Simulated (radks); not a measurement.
Results of a calculation; reference values are marked as such.
Q: Numerical settings for the gold ion Au+, [Xe] 4f14 5d10. Level of theory: Dirac Kohn-Sham, PBEsol, spin-unpolarised, spherical densities, finite nucleus; Fermi nuclear charge, rms radius 5.4371 fm (a radial shooting solver on a logarithmic mesh with Libxc functionals). The defaults (mesh step 0.008 in ln r, mesh end at 40 bohr or more with all orbitals vanishing there, Anderson mixing 0.5 over 9 steps, residual threshold near 1e-9 with the energy settled to 1e-9 hartree or 1e-11 of itself, here a cap of 90 iterations) give E = -19038.171 hartree and 5d5/2 at -14.759 eV in 15 iterations. Times are rough (one thread of a shared host). One setting is changed at a time: mesh step in ln r 0.05; mesh step in ln r 0.02; mesh step in ln r 0.12; mesh end (bohr) 5; mesh end (bohr) 3; residual threshold 0.01; residual threshold 1e-05; mixing 1.5; linear mixing, mixing 0.05; linear mixing, mixing 0.5; mixing history 3; iteration cap 5. Which runs fail to converge, and which converge to a wrong energy?

A: Not converged within the cap: mesh step in ln r 0.12; linear mixing, mixing 0.05; iteration cap 5. Settings that end as converged yet miss the energy by more than 1 mhartree: mesh end (bohr) 5 (+0.0182 hartree); mesh end (bohr) 3 (+0.902 hartree).
